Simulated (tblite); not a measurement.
Compound: C7H7F.
Numbering: `[CH2:1]=[C:2]([F:3])[C:4](=[CH2:5])[C:6]#[C:7][CH3:8]` (hydrogens: H9, H10 on C1; H11, H12 on C5; H13, H14, H15 on C8)

Computed geometry: GFN2-xTB, gas phase.

Q: List the bond lengths, angles and torsions at this level.

A: 
```
                  bond  length (bohr)   order
                 C1=C2          2.506  double
                 C2–F3          2.560  single
                 C2–C4          2.764  single
                 C4=C5          2.529  double
                 C4–C6          2.683  single
                 C6≡C7          2.272  triple
                 C7–C8          2.729  single
                 C1–H9          2.028  single
                C1–H10          2.031  single
                C5–H11          2.033  single
                C5–H12          2.034  single
C8–H13, C8–H14, C8–H15          2.060  single
```

Bonds in one row agree within 0.02 bohr and their mean is given. Orders are formal, as drawn. A selection of angles:
```
   angle  degrees
C1–C2–F3    119.0
C1–C2–C4    126.7
F3–C2–C4    114.3
C2–C4–C5    122.3
C2–C4–C6    116.3
C5–C4–C6    121.5
C4–C6–C7    178.3
C6–C7–C8    179.4
```

Dihedral angles: C1–C2–C4–C5 180° (antiperiplanar). The mirror-image conformer, all signs reversed, is as good.

The 8 heavy atoms lie in one plane (0.001 Å rms). The 6 C–C bonds span 1.202 Å (C6≡C7, drawn triple) to 1.463 Å (C2–C4, drawn single), a spread of 0.261 Å. Of the pairs four or more bonds apart, C6···H9 is among the closest relative to their van der Waals radii: 2.58 Å, 89 % of the sum of Bondi's values.

GFN2-xTB frequencies show an imaginary mode (22i cm⁻¹), so the point is no minimum at that level.
